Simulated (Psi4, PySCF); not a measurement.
Here is a job for Psi4.
```
memory 2 GB

molecule mol {
0 2
  C     0.194782   -1.253250    0.665104
  C     1.293552   -0.652661   -0.115397
  C     1.204595    0.891972   -0.145725
  C    -0.245227    1.387065   -0.066103
  C    -1.220776    0.336667   -0.590214
  C    -1.198946   -0.870883    0.345565
  H     0.387703   -1.979630    1.433500
  H     2.264216   -0.961031    0.274769
  H     1.236935   -1.005049   -1.156406
  H     1.769935    1.299821    0.693459
  H     1.673905    1.252430   -1.063023
  H    -0.350384    2.315766   -0.629855
  H    -0.503618    1.600676    0.973480
  H    -2.229431    0.750980   -0.642848
  H    -0.929662    0.037240   -1.598519
  H    -1.743940   -1.710693   -0.113674
  H    -1.743533   -0.633975    1.269741
}

set basis 6-31g**
set reference uhf
set freeze_core true
set mp2_type conv
set scf_type pk
set puream true
set d_convergence 1e-8

energy('mp2')
print_variables()
```

Q: Write the same job for PySCF.

A: One answer among several that fit: 
```python
from pyscf import gto, scf, mp

mol = gto.Mole()
mol.atom = '''
    C     0.19478157   -1.25324961    0.66510359
    C     1.29355223   -0.65266075   -0.11539714
    C     1.20459504    0.89197226   -0.14572493
    C    -0.24522720    1.38706484   -0.06610315
    C    -1.22077647    0.33666712   -0.59021356
    C    -1.19894589   -0.87088281    0.34556464
    H     0.38770307   -1.97963011    1.43349995
    H     2.26421590   -0.96103143    0.27476890
    H     1.23693489   -1.00504949   -1.15640594
    H     1.76993495    1.29982118    0.69345874
    H     1.67390457    1.25243034   -1.06302263
    H    -0.35038401    2.31576577   -0.62985473
    H    -0.50361772    1.60067580    0.97347952
    H    -2.22943140    0.75097965   -0.64284780
    H    -0.92966226    0.03724000   -1.59851942
    H    -1.74394039   -1.71069273   -0.11367362
    H    -1.74353349   -0.63397547    1.26974055
'''
mol.basis = '6-31g**'
mol.spin = 1
mol.verbose = 4
mol.build()

mf = scf.UHF(mol)
mf.kernel()

pt = mp.MP2(mf, frozen=6)
pt.kernel()
print('E(MP2) = %.10f' % pt.e_tot)
```

Both were run: Psi4 gave -234.409500 Eh and PySCF -234.409500 Eh, 0.000 mEh apart.
